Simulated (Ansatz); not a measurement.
```yaml
crystal:
  periodic: [false, false, false]
  atoms:
    - {symbol: Sn, position_ang: [-0.166688, -0.663574, 2.064437]}
    - {symbol: Sn, position_ang: [1.522627, 1.406379, 0.657572]}
    - {symbol: Sn, position_ang: [0.947746, -1.220231, -0.653874]}
    - {symbol: Sn, position_ang: [-0.307508, 1.272572, -1.733944]}
    - {symbol: Sn, position_ang: [-1.996177, -0.795156, -0.334181]}
basis:
  gaussian: {orbitals: def2-TZVPD, initial_orbitals: start.molden}
total_charge: -1
magnetization: {spin_polarized: true, initial_magnetization: 3}
hamiltonian: {xc: {name: wB97M-V}}
scf: {omitted_lower_state_checks: [starts]}
output: {orbitals: {seedname: orbitals}}
```

The file start.molden holds the orbitals of an earlier run on this structure, at another level or in another basis.

```sh
$ ansatz run in.yaml --threads 4 --pin off --events-out ev --progress --plain --max-ram 4787MiB
```

Does this run fit into the memory that it is given?

No. It has 280 basis functions, and Ansatz plans for 6 GiB where 5 GiB are given.
